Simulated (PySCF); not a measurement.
Cost of one run: EPR job, `[C]([C+](COCF)CC)=O` [radical].

Method: UKS B3LYP, pcH-1 on C F H O, non-relativistic, mean-field spin-orbit, GIAO (PySCF 2.14.0). Geometry: GFN2-xTB. Work: unrestricted SCF, g, hyperfine, density and orbital grids written, density fitting. A driver script takes a list of jobs; this job's settings line and coordinates (Å) are shown.

Command:
```bash
OMP_NUM_THREADS=1 python probes_run.py task.json out
```

Input:
```
{"job": {"kind": "epr", "basis": "pcH-1"}, "charge": 1, "multiplicity": 2}
C     -2.208982    -0.939313    -0.397168
C     -1.900925     0.535424    -0.251741
C     -0.448984     0.882842    -0.240877
C     -0.060630     2.145016    -0.005532
O      0.253549     3.215920     0.202946
C      0.604944    -0.136856    -0.477655
O      1.872143     0.451493    -0.520470
C      2.940514    -0.438345    -0.570168
F      2.855105    -1.313701     0.466635
H     -3.285852    -1.083640    -0.362341
H     -1.762813    -1.523073     0.406378
H     -1.849563    -1.339133    -1.344308
H     -2.388524     1.092628    -1.065387
H     -2.367737     0.927115     0.662293
H      0.382375    -0.685097    -1.414716
H      0.551271    -0.899780     0.326177
H      2.949933    -1.036735    -1.495169
H      3.855417     0.151554    -0.460072
```

Hardware: one thread, Arm Neoverse V2 (aarch64) (shared host). PySCF's memory limit was set to 1600 MB.

Q: How large is the basis?

A: 315 functions.

Q: How long does the run take?

A: About 90 s. CPU seconds by part: SCF 44, spin–orbit mean field 3.5, g tensor 35, hyperfine 0.3.

Q: How much memory does it need at the peak?

A: About 1.1 GiB. Peak memory is the resident size of the whole Python process, interpreter and libraries included.

Q: At this speed, how long would 5000 such jobs take on 64 cores, one job a core?

A: 5000/64 gives 79 rounds of 90 s, about 2.0 h of wall time and 120 core-hours, if the jobs don't slow each other.

Other jobs ran on the host; a repeat could differ by tens of per cent or more.

The run converged: ⟨S²⟩ 0.754; g_iso 2.0032.
